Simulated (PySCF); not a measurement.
C3H6FNSi, SMILES C(CC#N)[SiH2]F.

The structure is a stationary point at B3LYP-D3(BJ)/def2-SVP. This is a generated structure with no PubChem entry under its InChIKey; it may be hypothetical. Other conformers were not sampled.

Calculation: SMD-B3LYP/6-31G* in PySCF.

Solvation free energies are E(SMD) − E(gas) at the gas-phase geometry, for 1 M in both phases. In vacuum the dipole moment is 3.27 D.

Task: Estimate the solvation free energies in water, benzene, n-hexane. (An estimate is asked for; the answer gives what the named calculation found.)

Result: 
```
solvent   ΔG(solv) (kcal/mol)  its non-electrostatic (CDS) part  dipole (D)
--------  -------------------  --------------------------------  ----------
water                    -3.3                               5.1        4.50
benzene                  -3.9                              -0.2        3.79
n-hexane                 -3.3                              -0.3        3.69
```
